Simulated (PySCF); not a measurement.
## Adding and removing an electron: SrBe

r²SCAN; Sr def2-SVP with ECP28, Be def2-SVP; scalar-relativistic core potentials (PySCF 2.14). Neutral (UKS): singlet (closed shell), Re = 3.490 Å, ωe = 170 cm⁻¹, De = 0.29 eV, HOMO -3.47 eV, LUMO -2.16 eV.

SrBe⁺ (UKS): doublet (σ ↑), Re = 3.223 Å, ωe = 239 cm⁻¹, De = 0.65 eV to Sr⁺ + Be. The energies at the minima are -45.31962 hartree for SrBe and -45.13379 for SrBe⁺.

Q: Work out the adiabatic ionisation energy, without and with harmonic zero-point energies (1 hartree = 27.2114 eV, 1 eV = 8065.5 cm⁻¹), and the change of the bond length.

A: At r²SCAN: 0.18583 hartree = 5.057 eV between the minima; the zero-point term (239.0 − 170.0)/2 cm⁻¹ = +0.004 eV makes it 5.061 eV. Re changes by -26.7 pm against the neutral. Minus the HOMO energy is 3.47 eV, -1.59 eV from the value between the minima; self-interaction puts the Kohn–Sham level too high, less so with exact exchange. The electron leaves a σ orbital, and the shorter bond of the ion fits an antibonding orbital, or a change in how ionic the bond is.

Closed-shell solutions of metal pairs were not tested for spin polarisation, which can lower them a little. Weak bonds: SrBe. Basis-set superposition, not corrected here, can be much of De in a small basis, most of all at correlated wavefunction levels. Spin–orbit coupling is left out. For an ion De counts to the pair picked by the measured ionisation energies or electron affinities, which need not be the lowest pair at this level. States were picked by a PBE0 search and need not be the measured ground states.
